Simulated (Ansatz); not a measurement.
C$_{2}$H$_{2}$OZn. Charge 0, multiplicity 1. The bonds changed during the relaxation, so this is another structure than the one it started from.

| atom | x (Å) | y (Å) | z (Å) |
| --- | --- | --- | --- |
| C1 | -0.033 | -0.785 | 0.431 |
| C2 | -0.752 | -0.148 | -0.456 |
| O3 | -1.380 | 0.423 | -1.241 |
| Zn4 | 1.653 | 2.603 | -0.316 |
| H5 | 0.755 | -1.445 | 0.101 |
| H6 | -0.243 | -0.647 | 1.481 |

(1) What are the harmonic wavenumbers in cm⁻¹ at PBE0-D4/def2-TZVP (Ansatz, finite differences of forces, unscaled)? (An estimate is asked.)

(2) Is this a minimum?

(3) Give the ideal-gas thermochemistry at 298.15 K and 1 bar (rigid rotor, harmonic oscillator; point group Cs, symmetry number 1).

(4) And at 400, 500, 600, 800 and 1000 K?

(5) Rotational constants (cm⁻¹)?

Results:

(1) Ansatz gave: 28, 42, 60, 442, 553, 595, 983, 1181, 1407, 2251, 3204, 3303.

(2) Yes, all 12 modes are real.

(3) Zero-point energy 84.0 kJ/mol; H(298) − E = 102.4 kJ/mol; entropy 354.7 J/(mol·K), of which translation 167.2, rotation 113.9, vibration 73.6; G(298) − E = -3.3 kJ/mol. Modes under 100 cm⁻¹ are hindered rotations or soft bends, so the harmonic entropy is rough.

(4) 
```csv
T (K),H − E (kJ/mol),S (J/mol/K),G − E (kJ/mol)
400,110.6,378.1,-40.7
500,119.3,397.5,-79.5
600,128.5,414.3,-120.1
800,148.3,442.7,-205.9
1000,169.4,466.3,-296.9
```

(5) 0.334, 0.04912, 0.04321.
